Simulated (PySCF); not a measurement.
C5H8NO2 (doublet state).
Geometry (GFN2-xTB, Å), atoms numbered from 1 in this order:
```xyz
16
C5H8NO2 angstrom
C      2.7531    0.3696    0.0073
N      1.3212    0.4949   -0.0292
C      0.4961   -0.6035   -0.0173
O      0.9319   -1.7494    0.0276
C     -0.8952   -0.2997   -0.0609
C     -1.7755    0.8972   -0.1187
O     -2.9297    0.0572   -0.1228
C     -2.1257   -1.1251   -0.0674
H      3.2075    0.8029   -0.8871
H      3.1669    0.8607    0.8911
H      2.9775   -0.6955    0.0467
H      0.9205    1.4169   -0.0698
H     -1.7126    1.5111   -1.0271
H     -1.7570    1.5632    0.7543
H     -2.2707   -1.7720   -0.9410
H     -2.3160   -1.7196    0.8343
```

The hyperfine couplings belong to this conformer and change with its torsions.

The species is `CNC(=O)[C]1COC1` [radical].

Level of theory: PySCF, UKS B3LYP, pcH-1 on C H N O, non-relativistic, mean-field spin-orbit, GIAO. Isolated species at its GFN2-xTB geometry (one conformer only). A GFN2-xTB geometry isn't a minimum of the functional, and hyperfine couplings can be far from their values at a DFT geometry. No stability test was run, so a lower SCF solution isn't excluded.

Principal values of hyperfine tensors in MHz (contact and dipolar terms together), for some of the nuclei:

```json
{"atom": "H15", "isotope": "1H", "A1": "100.19", "A2": "100.98", "A3": "111.51", "alike by the symmetry of this geometry": "H16"}
{"atom": "C5", "isotope": "13C", "A1": "6.26", "A2": "8.39", "A3": "217.67", "alike by the symmetry of this geometry": "none"}
{"atom": "C3", "isotope": "13C", "A1": "-41.79", "A2": "-34.75", "A3": "-30.45", "alike by the symmetry of this geometry": "none"}
{"atom": "C8", "isotope": "13C", "A1": "-35.65", "A2": "-32.53", "A3": "-32.06", "alike by the symmetry of this geometry": "none"}
{"atom": "C6", "isotope": "13C", "A1": "-34.31", "A2": "-31.90", "A3": "-30.52", "alike by the symmetry of this geometry": "none"}
{"atom": "H9", "isotope": "1H", "A1": "12.41", "A2": "12.62", "A3": "15.93", "alike by the symmetry of this geometry": "H10"}
{"atom": "O4", "isotope": "17O", "A1": "-48.44", "A2": "10.94", "A3": "12.12", "alike by the symmetry of this geometry": "none"}
{"atom": "H12", "isotope": "1H", "A1": "-9.29", "A2": "-5.80", "A3": "-0.18", "alike by the symmetry of this geometry": "none"}
```

(1) Give the isotropic coupling of each nucleus in MHz and in mT (g = 2.0034), and the anisotropic part.

(2) What spin density at the nucleus of C3 lies behind its contact coupling (g_N = 1.40482)?

(3) H14 (1H, g_N = 5.58569) isn't in the table. Its spin density at the nucleus is 0.02229 bohr⁻³. What is its contact coupling?

(4) Which nucleus of the table has the largest anisotropic coupling, and what is its form?

(5) In a single crystal, with the field along each principal axis of the tensor of C3 in turn, what first-order splitting does this nucleus give (isotropic g, quadrupole terms neglected)?

## Answers

(1) a_iso = (A1 + A2 + A3)/3, Ti = Ai − a_iso; 1 mT corresponds to 28.040 MHz.

```csv
atom,a_iso (MHz),a_iso (mT),T1,T2,T3
H15,104.23,3.717,-4.03,-3.25,7.28
C5,77.44,2.762,-71.18,-69.05,140.23
C3,-35.66,-1.272,-6.12,0.91,5.21
C8,-33.41,-1.192,-2.24,0.89,1.35
C6,-32.24,-1.150,-2.07,0.34,1.72
H9,13.65,0.487,-1.24,-1.04,2.28
O4,-8.46,-0.302,-39.98,19.40,20.58
H12,-5.09,-0.182,-4.20,-0.71,4.91
```

(2) a_FC = 800.24 MHz bohr³ × g_N × ρ(0)/(2S). With a_FC = -35.66 MHz and 2S = 1, ρ(0) = -0.03172 bohr⁻³.

(3) By the same relation, a_FC = 99.6 MHz. Its full tensor has the principal values 95.72, 96.28, 106.85 MHz.

(4) C5: -71.2, -69.0, 140.2 MHz, axial, in the ratio −1:−1:+2, the form that spin in one p orbital centred on that nucleus gives.

(5) 2 lines (I = 1/2), spaced by |A_i|/(g × 13.996): 1.49, 1.24, 1.09 mT along the axes of A1, A2 and A3.
